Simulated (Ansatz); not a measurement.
Consider the formal exchange of groups at a C–C bond: `CCCC#N` + `COC=O` → `COC(=O)CC#N` + `CC`.

Program: Ansatz. Geometries: PBE0-D4/def2-TZVP. ΔE: electronic, gas phase. CCSD(T)/CBS is the MP2 limit (def2-TZVPP, def2-QZVPP) plus CCSD(T) − MP2 in def2-TZVPP, frozen cores. This one scheme is used for every species. Functionals use def2-TZVPP. One conformer a species, not always the lowest.

| level | ΔE (kJ/mol) |
| --- | --- |
| r2SCAN0-D4 | -9.0 |
| BHLYP-D4 | -7.4 |

Question: What does CCSD(T)/CBS give? (Estimate.)

Answer: Computed: -4.0 kJ/mol. The listed levels differ from it by -5.0, -3.4 kJ/mol.

Largest T1 diagnostic among the species: 0.015.

Leaving LDA and LC-ωPBE aside and taking each functional with its dispersion term where it has one, the values, not all of them listed here, spread over 5.3 kJ/mol, from B97M-V to PBE-QIDH. LDA lies −3.0 kJ/mol from PBE without D4. At CCSD(T), def2-SVP lies −4.6 kJ/mol from the extrapolated value and def2-TZVPP −0.7 kJ/mol.
